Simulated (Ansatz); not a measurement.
(1) Predict a relaxed structure of Ge(eta1-allyl)4 (C12H20Ge), charge 0, singlet, at r2SCAN-D4/def2-SVP (Ansatz).

Results:

(1) 
```tsv
atom	x (Å)	y (Å)	z (Å)
Ge1	0.0789	-0.2212	0.1828
C2	-1.6136	-0.1729	-0.8433
C3	-1.9282	1.1734	-1.3983
C4	-1.9000	1.5139	-2.6953
H5	-2.3978	-0.5031	-0.1378
H6	-1.5417	-0.9285	-1.6438
H7	-2.1835	1.9510	-0.6633
H8	-1.6578	0.7800	-3.4733
H9	-2.1176	2.5350	-3.0212
C10	1.6422	0.1026	-0.9873
C11	1.7288	1.5170	-1.4476
C12	2.5513	2.4507	-0.9462
H13	1.5518	-0.6010	-1.8326
H14	2.5343	-0.1873	-0.4049
H15	1.0219	1.8086	-2.2359
H16	3.2683	2.2157	-0.1506
H17	2.5378	3.4795	-1.3171
C18	0.2710	-2.0137	1.0010
C19	0.1507	-3.0899	-0.0215
C20	1.1698	-3.7641	-0.5757
H21	-0.5088	-2.0943	1.7782
H22	1.2548	-2.0389	1.5007
H23	-0.8693	-3.3123	-0.3677
H24	2.2070	-3.5854	-0.2679
H25	1.0012	-4.5195	-1.3483
C26	0.0354	1.1372	1.6202
C27	-1.2070	1.0216	2.4321
C28	-1.3119	0.4337	3.6338
H29	0.1216	2.1224	1.1311
H30	0.9398	0.9871	2.2345
H31	-2.1201	1.4288	1.9725
H32	-0.4369	0.0099	4.1408
H33	-2.2723	0.3637	4.1520
```
 This is one stationary point.
